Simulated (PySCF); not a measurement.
H3ClF2GaN, singlet at its PBE0/def2-SVP optimised geometry (Å):

```
8

Ga    -1.0971    -0.6064     0.0000
F     -1.3492     1.1335     0.0000
F     -1.3245    -1.4033     1.5512
Cl    -1.6420    -1.6910    -1.7742
N      0.9611    -0.6064     0.0000
H      1.2893    -1.0246     0.8726
H      1.3008     0.3557    -0.0502
H      1.3492    -1.1335    -0.7834
```

Level of theory: PBE0/def2-TZVP (PySCF 2.14.0). Cells within 0.4 Å of a nucleus heavier than hydrogen are left out (blank, or x).

Map of the HOMO amplitude (bohr^(-3/2)) on the plane z = 0.0 Å; orbital energy -8.92 eV, overall sign arbitrary:

```
|5555555555555555555555555555555|
|5555555555555555555555555555555|
|5555555555555555555555555555555|
|5555555555555555555555555555555|
|5555555666666555555555555555555|
|5555556666666655555555555555555|
|5555566667666665555555555555555|
|5555566678776665555555555555555|
|5555566789976665555555555555555|
|55555667xxx86655555555555555555|
|55555555xxx65555555555555555555|
|55555554xxx34555555555555555555|
|5555554310034555555555555555555|
|5555555432344555555555555555555|
|5555555444455555555555555555555|
|5555555556666555555555555555555|
|5555555567x96655555x55555555555|
|555555555xxx655555xxx5555555555|
|555555555xxx555555xxx5555555555|
|5555555557xx6555555xx5555555555|
|5555544455765555555555555555555|
|5555444444444455555555555555555|
|5554443333334445555555555555555|
|5544433322333444555555555555555|
|5544433222333444555555555555555|
|5544433322333444555555555555555|
|5544433333334444555555555555555|
|5544443333334445555555555555555|
|5554444434444445555555555555555|
|5555444444444455555555555555555|
|5555544444444555555555555555555|
```
Scale: ten equal steps from -0.059 (start of '0') to 0.044 (end of '9'), in the order '0123456789'; x runs from -3.50 to 3.50, y from -3.50 (bottom) to 3.50 (top).
